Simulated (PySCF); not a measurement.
Input for PySCF: R-B3LYP/6-31G* on C2H3FO (a complex), monomers drawn apart or pushed together.

```python
from pyscf import gto, scf, dft, mp
from pyscf.data.elements import chemcore

mol = gto.M(
    atom='''
    C     0.09766566    0.39493887    0.63919541
    O    -0.44639982   -0.17279041   -0.16476664
    C    -0.02405991   -0.69743489    5.24603911
    F    -0.71666360   -1.43156142    4.28721722
    H     0.68285859   -1.35889354    5.74809314
    H     0.50531216    0.11396351    4.74656606
    H    -0.74102969   -0.29719797    5.96372778
    ''',
    basis='6-31g*',
    cart=True,
    charge=0, spin=0, verbose=3, max_memory=1800)
mf = dft.RKS(mol, xc='b3lyp')
mf.conv_tol = 1e-8
mf.max_cycle = 100
mf.kernel()
if not mf.converged:
    mf = mf.newton().run(mf.mo_coeff, mf.mo_occ)
```

**Question.** Predict the final total energy.

**Answer.** -253.0431 hartree.
